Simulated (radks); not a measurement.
Values are calculated unless marked as measured or tabulated.
Species: Cr. Configuration: [Ar] 3d5 5s1 (not the ground configuration). Code: a radial shooting solver on a logarithmic mesh with Libxc functionals. Model: scalar-relativistic Kohn-Sham, exchange-only B88, spin-polarised, spherical densities, finite nucleus; open shells are filled with parallel spins first; Fermi nuclear charge, rms radius 3.6452 fm.

Unscreened Slater integrals over Kohn-Sham orbitals (eV). They are taken over the spin-up orbitals.

\begin{tabular}{lr}
integral & value \\ \hline
F0(5s,5s) & 2.7730 \\
F0(5s,3d) & 3.6144 \\
G2(5s,3d) & 0.11416 \\
F0(5s,3p) & 3.6543 \\
G1(5s,3p) & 0.057050 \\
F0(5s,3s) & 3.6597 \\
G0(5s,3s) & 0.040144 \\
F0(3d,3d) & 18.285 \\
F2(3d,3d) & 8.0559 \\
F4(3d,3d) & 4.9385 \\
F0(3d,3p) & 21.226 \\
F2(3d,3p) & 9.6121 \\
G1(3d,3p) & 11.929 \\
G3(3d,3p) & 7.1063 \\
F0(3d,3s) & 21.792 \\
G2(3d,3s) & 8.9008 \\
F0(3p,3p) & 25.435 \\
F2(3p,3p) & 12.679 \\
F0(3p,3s) & 26.250 \\
G1(3p,3s) & 17.371 \\
F0(3s,3s) & 27.151 \\
\end{tabular}

Derived for the open shells (J is the average intra-shell exchange parameter used in DFT+U). 3d: Racah B = F2/49 - 5 F4/441 = 0.1084 eV, C = 35 F4/441 = 0.3919 eV, C/B = 3.62, F4/F2 = 0.613, J = (F2 + F4)/14 = 0.9282 eV.
